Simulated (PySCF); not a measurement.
Correlation energy of Pt⁶¹⁺ (platinum, charge +61)

[Ne] 3s2 3p5, 2P determinant. All numbers are calculated (PySCF 2.14, the spin-free X2C one-electron Hamiltonian (Gaussian nucleus), in an uncontracted even-tempered set (17 s from 17 bohr⁻², ratio 2.5; 12 p from 22 bohr⁻², ratio 2.5; 4 d from 89 bohr⁻², ratio 2.7; 4 f from 130 bohr⁻², ratio 2.7)). Frozen: 1s2; 15 electrons correlated; the 17 highest virtual orbitals of each spin left out.

```json
{"level": "CCSD", "correlation energy (mhartree)": "-672.34"}
{"level": "(T)", "correlation energy (mhartree)": "-0.60"}
{"level": "CCSD(T)", "correlation energy (mhartree)": "-672.94"}
```

Diagnostics: T1 = 0.00024, D1 = 0.0011, largest double amplitude 0.014.

Spin-orbit coupling, absent here, splits the open shell strongly.

Cost of the coupled-cluster step: roughly 28 core-seconds, for 15 correlated electrons.

At this charge the one-electron X2C treatment keeps the bare 1/r₁₂, with no two-electron picture change or Breit term. The effect here is smaller than on the frozen 1s shell; and a scalar Hamiltonian misses the large spin-orbit splitting of the p shells, which matters for ns² → np² pairs.
